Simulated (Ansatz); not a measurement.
C2H8AlFSi, SMILES `C[CH]([AlH2])[SiH2]F`, 13 atoms. The species carries charge 0 and has multiplicity 1. All runs use 4 threads of a server CPU on a shared host. Correlated methods freeze the cores.

(1) How many basis functions does each run have, and how long does it take in Ansatz? RKS PBE0-D4/def2-TZVP frequencies; RKS LC-ωPBE/def2-TZVPP energy; RKS r2SCAN-D4/def2-TZVPP energy and forces; RKS PBE0-D4/def2-QZVPP energy; RKS ωB97M-V/def2-SVP energy; RHF-CCSD(T)/def2-SVP energy; RKS PBE0-D4/def2-SVP energy; RKS HSE06 (plane-wave form)-D4/def2-TZVPP energy; RKS ωB97M-V/def2-QZVPP energy; RKS r2SCAN0-D4/def2-TZVPP energy; RKS PBE0-D4/def2-TZVP relaxation (9 steps); direct RPA on PBE orbitals/def2-TZVPP energy. (An estimate is asked.)

## Answers

(1) The calculation gave: Other jobs shared the machine, so times are rough.

| level | job | functions | wall time | peak host memory (GiB) |
| --- | --- | --- | --- | --- |
| RKS PBE0-D4/def2-SVP | energy | 118 | 0.85 s | 0.3 |
| RKS LC-ωPBE/def2-TZVPP | energy | 289 | 2.2 s | 0.65 |
| RKS HSE06 (plane-wave form)-D4/def2-TZVPP | energy | 289 | 2.6 s | 0.89 |
| RKS ωB97M-V/def2-SVP | energy | 118 | 2.9 s | 0.42 |
| RHF-CCSD(T)/def2-SVP | energy | 118 | 3.1 s | 0.66 |
| RKS r2SCAN0-D4/def2-TZVPP | energy | 289 | 3.6 s | 0.88 |
| RKS r2SCAN-D4/def2-TZVPP | energy and forces | 289 | 3.8 s | 0.47 |
| direct RPA on PBE orbitals/def2-TZVPP | energy | 289 | 4.4 s | 0.82 |
| RKS PBE0-D4/def2-QZVPP | energy | 551 | 9 s | 2.4 |
| RKS ωB97M-V/def2-QZVPP | energy | 551 | 17 s | 2.7 |
| RKS PBE0-D4/def2-TZVP | relaxation (9 steps) | 215 | 25 s | 0.65 |
| RKS PBE0-D4/def2-TZVP | frequencies | 215 | 2.7 min | 0.65 |

LC-ωPBE has ω = 0.4 bohr⁻¹.
